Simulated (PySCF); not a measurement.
Computed with B3LYP-D3(BJ)/def2-TZVP // M06-2X/def2-TZVP run with PySCF 2.14.0. All species are isolated molecules in the gas phase. B3LYP has the VWN-RPA correlation part, as in Gaussian. Delta-SCF ions had no search for a lower state. 

Reference species (SMILES): `B` (neutral, multiplicity 1).

| Item | Value |
|---|---|
| HOMO | -9.75 eV |
| LUMO | -2.22 eV |
| vertical ionisation energy (Delta-SCF) | 13.18 eV |
| HOMO–LUMO gap | 7.53 eV |

After one change: the HOMO goes up by 1.06 eV; the LUMO goes up by 1.54 eV; the vertical ionisation energy (Delta-SCF) drops by 1.37 eV; the HOMO–LUMO gap rises by 0.48 eV.

What was changed between the two runs? The new species is one of these.
A. `B[N+]#[C-]`
B. `BC(=O)O`
C. `BO`
D. `BO[SiH3]`

C, `BO`
